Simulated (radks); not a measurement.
Coulomb parameter of the 4d shell of neutral rhodium in the model configuration [Kr] 4d7.5 5s1.5, as a second difference U = [E(n + 0.5) + E(n - 0.5) - 2 E(n)] / (0.5)^2 with all orbitals relaxed. "Bare": the charge of the atom changes with n. "Screened": the 5s shell takes up the change at fixed total charge, which measures U(4d,4d) + U(5s,5s) - 2 U(4d,5s). Calculated with a radial shooting solver on a logarithmic mesh with Libxc functionals: Dirac Kohn-Sham, PBE, spin-unpolarised, spherical densities, finite nucleus; open shells are shared between the two j in proportion to 2j + 1; Fermi nuclear charge, rms radius 4.4945 fm.

start: configuration [Kr] 4d7.5 5s1.5; E - E(n) (eV) 0.000
bare +0.5: configuration [Kr] 4d8 5s1.5; E - E(n) (eV) -2.456
bare -0.5: configuration [Kr] 4d7 5s1.5; E - E(n) (eV) 4.928
screened +0.5: configuration [Kr] 4d8 5s1; E - E(n) (eV) -1.025
screened -0.5: configuration [Kr] 4d7 5s2; E - E(n) (eV) 1.455

U(bare) = 9.885 eV, U(screened by 5s) = 1.721 eV. The step up makes a negative ion, whose loosely bound charge lowers the bare value.
